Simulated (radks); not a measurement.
Q: All-electron calculation, scalar-relativistic Kohn-Sham, exchange-only LDA, spin-polarised, spherical densities, finite nucleus; Fermi nuclear charge, rms radius of each element as measured or else 0.836 A^(1/3) + 0.57 fm. Program: a radial shooting solver on a logarithmic mesh with Libxc functionals. Response by self-consistent Sternheimer equations with the Hartree and adiabatic exchange-only LDA kernel, the relativistic mass of each level held fixed and spin-orbit coupling left out. Rank Ne, Al3+, Cl7+, S6+, Mg2+, Si4+, Ar8+, P5+ (NIST ground configurations) by static dipole polarisability, largest first.

A: Ne 3.267, Mg2+ 0.5229, Al3+ 0.2867, Si4+ 0.1728, P5+ 0.1113, S6+ 0.07531, Cl7+ 0.05294, Ar8+ 0.03838 bohr^3.
